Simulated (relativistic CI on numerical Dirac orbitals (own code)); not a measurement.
**Radial parameters of Ho³²⁺**

Computed by Dirac-Coulomb-Breit CI, orbitals from a KLI potential per configuration, model QED, unscaled Slater integrals (own radial code, finite nucleus).

Slater integrals F^k, G^k are unscaled and averaged over j, outside the closed core [Ar] 3d10; ζ comes from projecting the Hamiltonian with its Breit term on Σ l·s of the shell.

- 4s²4p⁵: ζ(4p) = 290690 cm⁻¹; <r>(4p) = 0.4795, <r^2>(4p) = 0.2599 (bohr units).
- 4s²4p⁴4d: F^2(4p,4p) = 213760, ζ(4p) = 291170, F^2(4p,4d) = 209830, G^1(4p,4d) = 260740, G^3(4p,4d) = 167150, ζ(4d) = 36275 cm⁻¹; <r>(4p) = 0.4795, <r^2>(4p) = 0.26, <r>(4d) = 0.4816, <r^2>(4d) = 0.2649 (bohr units).
- 4s4p⁵4d: G^1(4s,4p) = 279880, ζ(4p) = 290950, G^2(4s,4d) = 206320, F^2(4p,4d) = 209790, G^1(4p,4d) = 260690, G^3(4p,4d) = 167110, ζ(4d) = 36489 cm⁻¹; <r>(4s) = 0.4675, <r^2>(4s) = 0.2456, <r>(4p) = 0.4796, <r^2>(4p) = 0.2601, <r>(4d) = 0.4817, <r^2>(4d) = 0.265 (bohr units).

Averages of the first 10 configurations, taken without configuration mixing, which lowers the lowest level and can move excited configurations by several eV; other configurations of the list can lie among them:

```csv
Configuration,Parity,States,Average energy above the lowest level (eV)
4s²4p⁵,odd,6,19.6
4s4p⁶,even,2,149.7
4s²4p⁴4d,even,150,177.4
4s4p⁵4d,odd,120,303.3
4s²4p⁴4f,odd,210,339.2
4s4p⁵4f,even,168,465.4
4p⁶4d,even,10,438.7
4s4p⁴4d²,even,1350,459.6
4s²4p³4d4f,even,2800,497.5
4p⁶4f,odd,14,601.1
```
